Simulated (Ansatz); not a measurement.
`O[SiH2]N[SiH](O)Cl` + `N[SiH2]N` → `N[SiH2]N[SiH2]O` + `N[SiH](O)Cl`  (ligand exchange at the Si–N bond)

Isolated molecules relaxed with PBE0-D4/def2-TZVP in Ansatz; ΔE leaves out vibrations. CBS: MP2 limit from def2 TZ/QZ plus the TZ coupled-cluster correction, frozen cores. This one scheme is used for every species. Functionals use def2-TZVPP. B3LYP here is the variant with VWN-RPA as its local correlation; programs differ in this. One conformer a species, not always the lowest.

| level | ΔE (eV) |
| --- | --- |
| B3LYP-D4 | -0.04 |
| ωB97X-V | -0.04 |
| B2PLYP | -0.06 |
| HF/CBS(def2) | -0.08 |

(1) What does CCSD(T)/CBS give? (Best estimate.)

Largest T1 diagnostic among the species: 0.011.

Answers

(1) Computed: -0.05 eV. The listed levels differ from it by 0.01, 0.01, -0.01, -0.03 eV.

The D4 term adds +0.04 eV with B3LYP and +0.02 eV with PBE0; it sums over pairs of atoms, weighted by their polarisabilities, and B3LYP, whose exchange is more repulsive, gets the larger term.
